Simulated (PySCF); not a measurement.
All values below come from B3LYP-D3(BJ)/def2-TZVP run with PySCF. All species are isolated molecules in the gas phase. One relaxed conformer stands for a flexible species; it need not be the lowest. B3LYP has the VWN-RPA correlation part, as in Gaussian. 

Reference species (SMILES): `N(=C(\C)N)/[H]` (neutral, multiplicity 1).

The HOMO–LUMO gap is 7.11 eV. The HOMO is -6.76 eV.

Changed species: `N(=C/NC)/[H]` (C–N–C–N torsion 6°).

Problem. Predict the effect on the HOMO–LUMO gap and HOMO.

Solution. the HOMO–LUMO gap falls by 0.02 eV, to 7.09 eV; the HOMO increases by 0.23 eV, to -6.53 eV.
